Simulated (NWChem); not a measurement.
CH5ClFNSi; SMILES C(F)[Si@H](Cl)N

```xyz
10

N     -1.8713    -0.2115     0.2880
Si    -0.3135     0.0518    -0.3723
Cl     0.5482     1.9244     0.0702
C      0.9213    -1.2042     0.3336
F      0.5445    -2.4878    -0.0745
H     -2.6929     0.1539    -0.1780
H     -2.0197    -0.2988     1.2862
H     -0.4365    -0.0217    -1.8427
H      0.9507    -1.1756     1.4317
H      1.9387    -1.0028    -0.0258
```
Atoms are numbered in this order, from 1.

Computed with NWChem. All runs use the structure optimised with B3LYP/6-31G* (spherical d).

Estimate the computed values for Hartree-Fock/def2-SVP. Quantities: highest occupied level (eV); orbital gap (eV); dipole (D).


| Item | Value |
|---|---|
| highest occupied level (eV) | -11.54 |
| orbital gap (eV) | 15.82 |
| dipole (D) | 1.70 |
